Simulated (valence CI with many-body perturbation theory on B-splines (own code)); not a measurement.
## Re⁴⁴⁺: fill in the table

Calculated by configuration interaction combined with many-body perturbation theory (CI+MBPT): three valence electrons over a frozen Dirac-Fock core [Ar] 3d10, radial functions for each j: 11 s, 11 p, 10 d, 8 f, 5 g, 2 h, with the one-electron correlation potential Σ1 (screened to all orders), the two-electron term Σ2, the three-electron term Σ3, Breit, model QED; selected single and double excitations, second order for the rest, scaled by the run's own slope (own B-spline code, finite nucleus).

The last digits are not significant, and no measured levels were compared; by estimate large intervals hold to a few tenths of a per cent, small ones and those within an open d or f shell to about a per cent.

| Level | E (cm⁻¹) |
| --- | --- |
| (4s^2 4p1/2) J=1/2 | 0 |
| (4s 4p1/2^2) J=1/2 | 801210 |
| (4s^2 4p3/2) J=3/2 | ? |
| (4s 4p1/2 4p3/2) J=3/2 [a] | 1543300 |
| (4s 4p1/2 4p3/2) J=5/2 | 1612500 |
| (4s 4p1/2 4p3/2) J=3/2 [b] | ? |
| (4s 4p1/2 4p3/2) J=1/2 | ? |
| (4s^2 4d3/2) J=3/2 | 2176500 |
| (4s^2 4d5/2) J=5/2 | 2316900 |
| (4s 4p3/2^2) J=5/2 | ? |
| (4p1/2^2 4p3/2) J=3/2 | ? |
| (4s 4p3/2^2) J=1/2 | 2580800 |
| (4s 4p3/2^2) J=3/2 | 2610400 |
| (4s 4p1/2 4d3/2) J=3/2 [a] | 2807600 |
| (4s 4p1/2 4d3/2) J=5/2 | 2865900 |
| (4s 4p1/2 4d3/2) J=1/2 | 2973600 |
| (4s 4p1/2 4d3/2) J=3/2 [b] | 2983000 |
| (4s 4p1/2 4d5/2) J=5/2 [a] | 3053200 |
| (4s 4p1/2 4d5/2) J=7/2 | ? |
| (4s 4p1/2 4d5/2) J=5/2 [b] | 3140000 |

Levels are named by their leading jj configuration (3d3/2^4 stands for four electrons in 3d with j = 3/2), which in mixed levels can hold well under half, so a name can repeat and another be missing. Letters in brackets count levels of one name in rising energy.

(1) The levels stand in rising order. What does the calculation give for the missing energies?

Results:

(1) (4s^2 4p3/2) J=3/2 850890; (4s 4p1/2 4p3/2) J=3/2 [b] 1710100; (4s 4p1/2 4p3/2) J=1/2 1730300; (4s 4p3/2^2) J=5/2 2474500; (4p1/2^2 4p3/2) J=3/2 2513200; (4s 4p1/2 4d5/2) J=7/2 3096500.
